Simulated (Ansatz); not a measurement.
Relaxation of C2H3BCl (7 atoms, charge -1, multiplicity 1), to a largest force component of 0.015 eV/Å in at most 40 steps.

Computed with RKS PBE/def2-SVP in Ansatz.

```xyz
7
Properties=species:S:1:pos:R:3
C -1.400 0.943 0.112
C -0.171 0.448 0.547
B 0.772 -0.521 -0.068
Cl 0.475 -1.330 -1.630
H -1.649 0.459 -0.883
H 0.156 0.860 1.521
H 1.818 -0.859 0.402
```

**Question.** Where does it end, and by what steps?

**Answer.** The forces met the threshold. Limits of this set-up: an anion without diffuse functions, the dipole of an ion depends on the origin. After 4 steps the energy has fallen by 0.074 eV; H5 moved furthest, 0.06 Å.

```csv
step,energy less start (eV),largest force component (eV/Å),accepted
0,0.0000,0.809,yes
1,-0.0608,0.415,yes
2,-0.0638,0.231,yes
3,-0.0739,0.043,yes
4,-0.0740,0.012,yes
```

```xyz
7
Properties=species:S:1:pos:R:3
C -1.435 0.956 0.108
C -0.194 0.473 0.562
B 0.759 -0.512 -0.069
Cl 0.454 -1.343 -1.674
H -1.599 0.425 -0.888
H 0.178 0.868 1.549
H 1.837 -0.868 0.412
```

Time of the run: 13 s on 1 thread of Intel(R) Xeon(R) Platinum 8259CL CPU @ 2.50GHz (Skylake/Cascade Lake), on a shared host, peak memory 0.15 GiB.
